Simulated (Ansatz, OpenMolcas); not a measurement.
**How basis sets differ on Si2H4F2 (SMILES F[SiH2][SiH2]F)**

Si2H4F2 has 8 atoms, charge 0, and is taken as a singlet. As SMILES, `F[SiH2][SiH2]F`. The shape is that of a PBE0-D4/def2-TZVP optimisation. This is one conformer, not always the lowest.

```
atom    x (Å)    y (Å)    z (Å)
   F  -1.9348   1.2058  -0.2745
  Si  -0.3578   1.1281   0.0124
  Si   0.3586  -1.1096   0.0441
   F   0.2810  -1.7420  -1.4288
   H   0.3401   1.9142  -1.0370
   H  -0.0998   1.7437   1.3416
   H   1.7748  -1.1640   0.4954
   H  -0.4771  -1.9419   0.9468
```

Each level gives the dipole moment (D). The values are calculated.

```tsv
level	kind	program	value (D)
HF/ANO-RCC-MB (DKH2)	Hartree–Fock	OpenMolcas	2.71
HF/STO-3G	Hartree–Fock	OpenMolcas	1.44
HF/3-21G	Hartree–Fock	OpenMolcas	2.61
HF/6-31G* (spherical functions)	Hartree–Fock	OpenMolcas	2.14
HF/def2-SVP	Hartree–Fock	Ansatz	2.23
HF/pcseg-1	Hartree–Fock	Ansatz	2.47
HF/jorge-TZP	Hartree–Fock	Ansatz	2.09
```

The values span 1.44 to 2.71 D. Magnitudes only. Sets without polarisation functions give poor dipoles. Without the sets that lack polarisation functions the rows with a basis span only 2.09 to 2.47 D.
